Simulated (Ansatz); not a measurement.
```yaml
crystal:
  periodic: [false, false, false]
  atoms:
    - {symbol: B, position_ang: [-1.679499, 0.368911, -1.043379]}
    - {symbol: Al, position_ang: [0.099770, -0.025136, 0.056661]}
    - {symbol: N, position_ang: [0.967370, -1.562583, -0.135644]}
    - {symbol: N, position_ang: [0.754068, 1.175112, 1.190121]}
    - {symbol: H, position_ang: [-1.816294, 0.059164, -2.195044]}
    - {symbol: H, position_ang: [-2.633495, 0.918704, -0.565235]}
    - {symbol: H, position_ang: [1.747051, -1.883530, 0.414920]}
    - {symbol: H, position_ang: [0.732090, -2.251784, -0.830858]}
    - {symbol: H, position_ang: [0.273254, 2.022848, 1.442776]}
    - {symbol: H, position_ang: [1.638785, 1.127292, 1.668683]}
basis:
  gaussian: {orbitals: x2c-TZVPPall, nuclear_model: gaussian}
total_charge: 1
magnetization: {spin_polarized: true, initial_magnetization: 1}
hamiltonian: {xc: {name: HF}}
correlation: {method: mp2, frozen_orbitals: {B: 9}}
scf: {lower_state_search: light}
output: {forces: true}
```

```sh
$ ansatz run in.yaml --threads 2 --pin off --events-out ev --progress --plain --max-ram 4352MiB
```

Shortened log:

```
Functional definition: HF
Error: "frozen_orbitals" has no count for Al
```

In this input frozen orbitals are typed for one element alone, and the program wants a count for each. The program refused the input.
